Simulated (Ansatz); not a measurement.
The inner images of a band of AlFH3N + ClH (8 atoms, charge 0, multiplicity 1) are given out of order.

Computed with RKS BLYP/6-31G* (Ansatz 0.2.0).

Image 0:

```xyz
8
Properties=species:S:1:pos:R:3
Al -0.079 -0.118 -0.265
F -0.123 0.055 1.420
H 1.322 -0.118 -0.994
N -1.635 -0.331 -1.100
H -2.554 -0.340 -0.656
H -1.726 -0.415 -2.113
Cl -0.124 3.072 2.222
H -0.112 1.766 2.058
```

Image 8:

```xyz
8
Properties=species:S:1:pos:R:3
Al -0.085 0.507 -0.145
F -0.134 0.008 1.847
H 1.344 -0.026 -0.564
N -1.592 -0.029 -0.946
H -1.654 -0.845 -1.555
H -2.499 0.431 -0.869
Cl -0.220 2.565 0.706
H -0.189 0.962 2.097
```

Q: Put them in order from the first end to the last, with their energies above the first end.
A.
```xyz
8
Properties=species:S:1:pos:R:3
Al -0.055 0.502 -0.180
F -0.174 -0.058 1.772
H 1.415 0.058 -0.558
N -1.564 -0.044 -0.991
H -2.014 -0.945 -0.822
H -2.243 0.607 -1.386
Cl -0.158 2.555 0.705
H -0.237 0.898 2.029
```
B.
```xyz
8
Properties=species:S:1:pos:R:3
Al -0.069 0.011 -0.106
F -0.147 -0.222 1.583
H 1.346 0.180 -0.785
N -1.603 -0.225 -0.981
H -2.505 -0.382 -0.530
H -1.731 -0.042 -1.977
Cl -0.151 2.729 1.407
H -0.171 1.524 1.960
```
C.
```xyz
8
Properties=species:S:1:pos:R:3
Al -0.060 0.500 -0.165
F -0.236 -0.075 1.724
H 1.407 0.173 -0.653
N -1.545 -0.168 -0.936
H -2.362 -0.454 -0.393
H -1.861 0.159 -1.852
Cl -0.126 2.534 0.861
H -0.248 0.905 1.984
```
D.
```xyz
8
Properties=species:S:1:pos:R:3
Al -0.076 -0.082 -0.181
F -0.134 -0.110 1.516
H 1.328 0.045 -0.891
N -1.621 -0.280 -1.040
H -2.538 -0.368 -0.601
H -1.715 -0.218 -2.054
Cl -0.141 2.945 1.811
H -0.133 1.642 2.010
```
E.
```xyz
8
Properties=species:S:1:pos:R:3
Al -0.056 0.237 -0.085
F -0.202 -0.166 1.631
H 1.401 0.217 -0.692
N -1.571 -0.171 -0.942
H -2.416 -0.420 -0.426
H -1.813 0.103 -1.894
Cl -0.149 2.498 1.130
H -0.224 1.274 1.848
```
F.
```xyz
8
Properties=species:S:1:pos:R:3
Al -0.052 0.492 -0.178
F -0.224 -0.070 1.739
H 1.426 0.102 -0.583
N -1.546 -0.111 -0.990
H -2.194 -0.756 -0.532
H -2.071 0.472 -1.645
Cl -0.118 2.542 0.771
H -0.251 0.902 1.988
```
G.
```xyz
8
Properties=species:S:1:pos:R:3
Al -0.065 0.509 -0.171
F -0.128 -0.032 1.811
H 1.387 0.014 -0.556
N -1.579 -0.012 -0.972
H -1.825 -0.978 -1.192
H -2.389 0.595 -1.102
Cl -0.214 2.562 0.678
H -0.217 0.914 2.074
```

A: D (+1.0 kJ/mol), B (+4.4 kJ/mol), E (+19.2 kJ/mol), C (+25.6 kJ/mol), F (+30.0 kJ/mol), A (+25.6 kJ/mol), G (+17.0 kJ/mol).

Run time: 2.6 min on 2 threads of Arm Neoverse V1, with other jobs on the host, peak memory 0.14 GiB.
